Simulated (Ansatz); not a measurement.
Geometry optimisation, UKS PBE0/def2-SVP in Ansatz 0.2.0.

Input:

```yaml
crystal:
  periodic: [false, false, false]
  atoms:
    - { symbol: F, position_ang: [-1.36118, -1.23834, -0.7824] }
    - { symbol: Si, position_ang: [-0.18999, -0.12129, -0.76889] }
    - { symbol: C, position_ang: [1.35024, -0.46146, 0.2213] }
    - { symbol: C, position_ang: [0.55577, 0.22193, 0.99645] }
    - { symbol: H, position_ang: [-0.71933, 0.91834, -1.60657] }
    - { symbol: H, position_ang: [2.29785, -0.72789, 0.68943] }
magnetization:
  spin_polarized: true
  initial_magnetization: 1
basis:
  gaussian: { orbitals: def2-SVP }
hamiltonian:
  xc: pbe0
relax:
  f_tol: 0.02
  max_steps: 50
```

Command:

```bash
$ ansatz run input.yaml --threads 2 --pin off --max-ram 3072MiB --backend cpu --events-out ev --progress --plain --runs-dir out
```

Q: Where does it end, and by what steps?

A: The forces met the threshold. After 6 steps the energy has fallen by 0.855 eV; H6 moved furthest, 0.33 Å.

```tsv
step	energy less start (eV)	largest force component (eV/Å)	accepted
0	0.0000	3.129	yes
1	-0.5708	1.539	yes
2	-0.7789	1.229	yes
3	-0.7967	1.109	yes
4	-0.8512	0.227	yes
5	-0.8550	0.043	yes
6	-0.8553	0.009	yes
```

```xyz
6
Properties=species:S:1:pos:R:3
F -1.327 -1.300 -0.807
Si -0.271 -0.097 -0.566
C 1.303 -0.366 0.347
C 0.401 0.270 1.073
H -0.489 0.863 -1.665
H 2.316 -0.779 0.367
```

Whether the end is a true minimum wasn't checked by a vibrational analysis.

The run took 14 s on 2 threads of Arm Neoverse V2 (shared host), peak memory 0.24 GiB.
